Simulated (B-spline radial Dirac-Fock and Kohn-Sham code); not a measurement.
**X-ray form factors of osmium in several charge states**

Method: relativistic Hartree-Fock (Dirac-Fock) wave functions, averaged over the configuration. Computed with an atomic code on a B-spline grid.

Configurations: Os²⁷⁺ [Kr] 4d10 4f3; Os³⁰⁺ [Kr] 4d10; Os³¹⁺ [Kr] 4d9; Os³³⁺ [Kr] 4d7; Os³⁴⁺ [Kr] 4d6. The first column is f₀ of Os²⁷⁺, the others are differences from it.

```
s (Å⁻¹)   Os²⁷⁺  Δ Os³⁰⁺  Δ Os³¹⁺  Δ Os³³⁺  Δ Os³⁴⁺
      0  49.000   -3.000   -4.000   -6.000   -7.000
    0.1  48.615   -2.941   -3.922   -5.886   -6.868
    0.2  47.490   -2.771   -3.697   -5.555   -6.486
    0.3  45.705   -2.508   -3.348   -5.039   -5.891
    0.4  43.385   -2.178   -2.908   -4.389   -5.139
    0.5  40.681   -1.811   -2.418   -3.660   -4.294
    0.7  34.761   -1.084   -1.442   -2.194   -2.588
    0.9  29.080   -0.506   -0.660   -1.003   -1.192
    1.1  24.351   -0.141   -0.166   -0.241   -0.291
    1.4  19.412   +0.082   +0.122   +0.196   +0.229
```
